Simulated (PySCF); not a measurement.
Radial density of Ti (titanium, neutral)

MN15, [Ar] 3d2 4s2, high-spin 3F determinant. Computed with PySCF 2.14 in aug-cc-pVDZ-DK, with scalar relativity by spin-free X2C-1e.

```tsv
r (bohr)	4πr²ρ (e/bohr)	4πr²(ρα − ρβ)
0.00124	0.1784	0.0000
0.00209	0.4561	0.0000
0.00351	1.142	0.0000
0.00591	2.756	-0.0001
0.00994	6.252	-0.0002
0.0167	12.69	-0.0004
0.0281	21.30	-0.0006
0.0473	26.18	-0.0005
0.0795	21.79	0.0003
0.134	20.73	0.0062
0.225	28.09	0.0576
0.379	15.75	0.3162
0.637	8.275	0.9166
1.07	9.126	1.2505
1.80	2.450	0.7031
3.03	0.8485	0.1563
5.10	0.2516	0.0126
8.57	0.010000	-0.0009
14.4	4.150e-05	0.0000
```

Densities and radii are taken from the X2C orbitals without a picture-change correction, which distorts them close to the nucleus.
